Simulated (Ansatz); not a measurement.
C2H6BO3, SMILES COB([O])OC, multiplicity 2.

Geometry optimised at PBE0-D3(BJ)/def2-SVP. The isomer is the one that the SMILES or the coordinates give; other isomers of the formula were not compared. Other conformers were not sampled.

Two levels are set side by side: PBE/def2-SVPD (Ansatz, an electronic-structure program) and ωB97X-V/def2-SVPD (Ansatz). Energy differences of separate SCF runs at the same geometry; the states with an electron removed or added have multiplicity 3 and 1. Differences are taken from unrounded values.

```tsv
quantity	ωB97X-V	PBE	PBE minus ωB97X-V
vertical ionisation energy (eV)	10.99	10.12	-0.88
vertical electron affinity (eV)	2.44	2.57	0.13
```
